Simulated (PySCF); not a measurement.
Molecule: SMILES CCOC(C)(C)C, C6H14O.

Geometry:
| atom | x (Å) | y (Å) | z (Å) |
| --- | --- | --- | --- |
| C1 | 2.040 | -0.519 | 0.188 |
| C2 | 0.612 | -0.795 | -0.220 |
| O3 | -0.214 | 0.094 | 0.477 |
| C4 | -1.621 | 0.031 | 0.271 |
| C5 | -2.166 | 1.128 | 1.176 |
| C6 | -1.977 | 0.326 | -1.186 |
| C7 | -2.178 | -1.327 | 0.699 |
| H8 | 2.163 | -0.657 | 1.272 |
| H9 | 2.734 | -1.195 | -0.334 |
| H10 | 2.313 | 0.519 | -0.054 |
| H11 | 0.504 | -0.673 | -1.316 |
| H12 | 0.354 | -1.849 | 0.008 |
| H13 | -1.739 | 2.099 | 0.886 |
| H14 | -1.883 | 0.929 | 2.219 |
| H15 | -3.262 | 1.189 | 1.111 |
| H16 | -1.636 | -0.470 | -1.864 |
| H17 | -3.067 | 0.414 | -1.305 |
| H18 | -1.516 | 1.273 | -1.504 |
| H19 | -1.838 | -2.140 | 0.040 |
| H20 | -1.861 | -1.560 | 1.727 |
| H21 | -3.277 | -1.318 | 0.669 |

Geometry PBE0-D3(BJ)/def2-SVP throughout; GIAO in PySCF 2.14, gas phase, one conformer, non-relativistic; equivalent atoms averaged; basis pcSseg-1.

For orientation, B97-2 gives these absolute shieldings σ: C4 113.3, C2 126.6, C5/C6/C7 155.6, C1 165.2, O3 247.7, H11/H12 28.09, H13/H14/H15/H16/H17/H18/H19/H20/H21 30.21, H8/H9/H10 30.18 ppm.

A run gave: C4 111.2, C2 124.8, C5/C6/C7 153.5, C1 164.1, O3 251.4, H11/H12 28.06, H13/H14/H15/H16/H17/H18/H19/H20/H21 30.16, H8/H9/H10 30.10 ppm (absolute shieldings σ).

Question: Which functional was used in that run?
A. OPBE
B. KT2
C. LC-wPBE
D. CAM-B3LYP
E. BP86

Answer: D. O3 tells them apart best: CAM-B3LYP gives 251.4, OPBE gives 241.9, LC-wPBE gives 266.8, KT2 gives 230.9, BP86 gives 232.9 ppm.
